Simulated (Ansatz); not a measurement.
The cluster Li₆H₅⁺. Charge 1, multiplicity 1. Geometry r2SCAN-D4/def2-TZVP; atoms count from 1.

```xyz
11

Li    0.2692   -0.0647   -1.0872
Li   -0.3916    0.3216    1.5448
Li   -1.4184    1.8068   -1.1478
Li   -1.3217   -1.6852    0.2177
Li    1.1459   -1.6191    0.8338
Li    1.7035    1.8833   -0.3712
H     0.2287   -1.7777   -0.7276
H    -1.4026    0.3414   -0.0936
H    -0.4025   -1.4008    1.7473
H     0.3269    1.7851   -1.4904
H     1.2626    0.4094    0.5743
```

The structure comes from a short search, and lower isomers may exist.

Question: Estimate the Mulliken populations from the PBE0/def2-TZVP orbitals of Ansatz.

Answer: 
```json
{"atom": "Li1", "charge (e)": "0.21"}
{"atom": "Li2", "charge (e)": "0.52"}
{"atom": "Li3", "charge (e)": "0.81"}
{"atom": "Li4", "charge (e)": "0.63"}
{"atom": "Li5", "charge (e)": "0.63"}
{"atom": "Li6", "charge (e)": "0.81"}
{"atom": "H7", "charge (e)": "-0.43"}
{"atom": "H8", "charge (e)": "-0.59"}
{"atom": "H9", "charge (e)": "-0.41"}
{"atom": "H10", "charge (e)": "-0.57"}
{"atom": "H11", "charge (e)": "-0.59"}
```
Mulliken values depend strongly on the basis.
